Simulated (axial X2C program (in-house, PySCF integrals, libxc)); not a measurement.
**Which molecule has these constants?**

Computed with an axial X2C code built on PySCF integrals, spin-free (one-electron X2C) or two-component (2c: spin–orbit coupling with atomic mean-field Coulomb and Gaunt terms, which also bring small scalar terms), in Dyall basis sets with cores contracted in-house; open shells are unrestricted.

A two-component CCSD(T) calculation in a Dyall 3-zeta basis gave Re = 1.664 Å, ωe = 1688.4 cm⁻¹, De = 2.09 eV, Ω = 0.

Which molecule is it?
A. BeH⁺
B. CaH⁺
C. BaH⁺
D. SrH⁺
E. MgH⁺

E. The others have BeH⁺ 1.317 Å and 2199.8 cm⁻¹ (Ω = 0); BaH⁺ 2.140 Å and 1341.3 cm⁻¹ (Ω = 0); CaH⁺ 1.904 Å and 1496.8 cm⁻¹ (Ω = 0); SrH⁺ 2.039 Å and 1409.5 cm⁻¹ (Ω = 0).

Frozen shells (counts by l): MgH⁺ Mg 2s1p, H none, 2 electrons correlated; BeH⁺ Be 1s, H none, 2 electrons correlated; BaH⁺ Ba 4s3p2d, H none, 10 electrons correlated; CaH⁺ Ca 2s1p, H none, 10 electrons correlated; SrH⁺ Sr 3s2p1d, H none, 10 electrons correlated. Coupled cluster in natural virtuals with an MP2 remainder. Where the outer core of a metal is frozen, bonds come out longer and ionisation energies lower.

Each entry is the lowest single determinant of a limited PBE0 search at one distance. De goes to single-determinant-based atoms at the same level (for ions the charge split of lowest energy) and is withheld (n/a) where an atom does not fit its ground term or J level. Main or longest-lived isotopes.
